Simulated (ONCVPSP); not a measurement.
## N: one change to an ONCV potential, before and after

- Element: N (Z = 7)
- Generator: ONCVPSP 4.0.1
- Type: optimised norm-conserving Vanderbilt (ONCV)
- Functional: PBEsol
- Relativity: scalar-relativistic
- Frozen core: [He]
- Valence charge: 5
- Reference configuration: 2s2 2p2.5 (charge +0.5)
- Partial waves: 2s: rc 1.00 bohr, ncon 3, nbas 7, qcut 5.9 1/bohr, 3 projectors, debl 2.3 Ha; 2p: rc 1.85 bohr, ncon 4, nbas 9, qcut 8.7 1/bohr, 2 projectors, debl 2.2 Ha
- Local potential: polynomial inside 0.75 bohr (lpopt 5, dvloc0 3 Ha)
- Core correction: polynomial model core, fcfact 0.6

Change: s: rc 1.3.

Cutoffs: the cutoffs (Ha) at which the residual kinetic energy of the hardest occupied pseudo-wave falls to 1 and 0.1 mHa per electron; they do not see the model core or the augmentation charge, which bear on the density cutoff. Errors are all-electron minus pseudo energies relative to the spin-unpolarised reference configuration.

**Question.** Predict the effect on cutoff, ghosts and configuration errors.

**Answer.** The potential gets softer (60 Ha and 142 Ha → 22 Ha and 45 Ha); the errors of the 4 common tests hardly move; neither file shows a bound ghost. A larger radius leaves more room for a smooth pseudo-wave, so fewer plane waves are needed.

| quantity | base | changed |
| --- | --- | --- |
| cutoff, loose | 60 Ha | 22 Ha |
| cutoff, tight | 142 Ha | 45 Ha |
| loose cutoff by channel | s 60 Ha, p 22 Ha | s 14 Ha, p 22 Ha |
| bound ghosts | none | none |
| GHOST(+) flags under 300 eV | none | none |
| error for 2s2 2p3, meV [ΔE -5.06 eV] | +5.0 | +5.6 |
| error for 2s2 2p2, meV [ΔE 8.46 eV] | +11 | +12 |
| error for 2s2 2p1, meV [ΔE 37.20 eV] | +187 | +205 |
| error for 2s1 2p0, meV [ΔE 161.60 eV] | +1401 | +1336 |
| p: phases at 1.88 bohr within 0.05 rad from the reference energy up to (Ha; the scan ends near 5) | to the end of the scan | to the end of the scan |
| rms error of d²Exc/dni dnj with the model core, mHa | 1.65 | 1.78 |
